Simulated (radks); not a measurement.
Results of a calculation; reference values are marked as such.
Question: Ionisation of the mercury ion Hg3+, [Xe] 4f14 5d9, to Hg4+, [Xe] 4f14 5d8, under several functionals. Scalar-relativistic Kohn-Sham, spin-unpolarised, spherical densities, point nucleus; a radial shooting solver on a logarithmic mesh with Libxc functionals. Known Delta-SCF values: BLYP 49.603 eV; PBEsol 49.783 eV. What does Wu-Cohen GGA give, and what is its highest occupied eigenvalue?

Answer: 49.794 eV by Delta-SCF; the 5d eigenvalue is -42.516 eV. NIST: 48.6 eV (measured).

Beside tabulated values, note that spin-unpolarised runs miss the spin-polarisation part of the exchange energy of open shells.
